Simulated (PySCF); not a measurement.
Compound: tetrahydropyran-4-one, C₅H₈O₂.
Atom-mapped SMILES: `[O:1]=[C:2]1[CH2:3][CH2:4][O:5][CH2:6][CH2:7]1`

Structure used (GFN2-xTB), in Å, numbered top down from 1:
```
atom  x, y, z in Å
O1     1.0242   -1.9121    1.1191
C2     0.6510   -1.0832    0.3302
C3     1.3959    0.1983    0.0382
C4     0.4388    1.3843    0.2545
O5    -0.7259    1.2599   -0.5193
C6    -1.4598    0.1104   -0.1862
C7    -0.6481   -1.1739   -0.4357
H8     1.7191    0.1901   -1.0044
H9     2.2676    0.2879    0.6857
H10    0.9097    2.3190   -0.0562
H11    0.1822    1.4512    1.3231
H12   -1.7672    0.1462    0.8705
H13   -2.3521    0.1280   -0.8154
H14   -1.2143   -2.0513   -0.1240
H15   -0.4257   -1.2469   -1.5019
```

NICS = −σ at a ghost point: NICS(0) at the centroid of the ring atoms, NICS(1) 1 Å to either side along the normal of their mean plane, zz for the tensor component along that normal. Level: GIAO PBE0/pcSseg-1 (PySCF, non-relativistic, gas phase) on the GFN2-xTB geometry, one conformer.

Ring bond lengths (Å), with Mayer bond orders in brackets: C2–C3 1.511 (0.98), C3–C4 1.539 (1.01), C4–O5 1.404 (0.94), O5–C6 1.404 (0.94), C6–C7 1.540 (1.01), C7–C2 1.511 (0.98).

What do the NICS probes read (ppm)?

| ring | type | NICS(0) | NICS(1), two faces | NICS(1)zz, two faces | rms pucker (Å) | centre to ring atoms, mean (Å) |
| --- | --- | --- | --- | --- | --- | --- |
| C2–C3–C4–O5–C6–C7 | 6-membered ring with O; formal bonds all single | -1.1 | -0.8 / -2.4 | 3.2 / -1.3 | 0.23 | 1.43 |

What can be read from them?

- C2–C3–C4–O5–C6–C7: mean NICS(1)zz 0.9 ppm, near zero. C3, C4, C6, C7 have four or more neighbours; no verdict on aromaticity is drawn. The two faces differ by 4.5 ppm, so no symmetry operation interchanges them.

What field does 9.4 T along the ring normal induce along that normal at the first NICS(1) probe listed for ring C2–C3–C4–O5–C6–C7, 1 Å off the ring?

NICSzz × B0 = 3.2 ppm × 9.4 T = 30 μT, along the applied field.

How shielded are the nuclei of the rings and their hydrogens (means over atoms taken as equivalent)?

```json
{"atoms": "C2", "environment": "ketone carbonyl carbon", "σ isotropic (ppm)": "-23.1", "principal values of the symmetric part, first atom (ppm)": "-110.5, -69.2, 110.4"}
{"atoms": "C3 (×2)", "environment": "sp3 carbon next to a carbonyl", "σ isotropic (ppm)": "139.2", "principal values of the symmetric part, first atom (ppm)": "121.9, 134.3, 161.4"}
{"atoms": "C4 (×2)", "environment": "sp3 carbon bound to oxygen", "σ isotropic (ppm)": "113.4", "principal values of the symmetric part, first atom (ppm)": "79.9, 95.7, 164.8"}
{"atoms": "O5", "environment": "cyclic ether oxygen", "σ isotropic (ppm)": "278.6", "principal values of the symmetric part, first atom (ppm)": "226.8, 293.1, 316.0"}
{"atoms": "H8 (×4)", "environment": "methylene hydrogen", "σ isotropic (ppm)": "29.39", "principal values of the symmetric part, first atom (ppm)": "26.6, 27.5, 33.1"}
{"atoms": "H10 (×4)", "environment": "methylene hydrogen", "σ isotropic (ppm)": "27.62", "principal values of the symmetric part, first atom (ppm)": "22.6, 26.4, 32.5"}
```

Time: 25 s. Hardware: one thread, Arm Neoverse V1 (shared host). This is the whole shielding run at PBE0/pcSseg-1, SCF included.
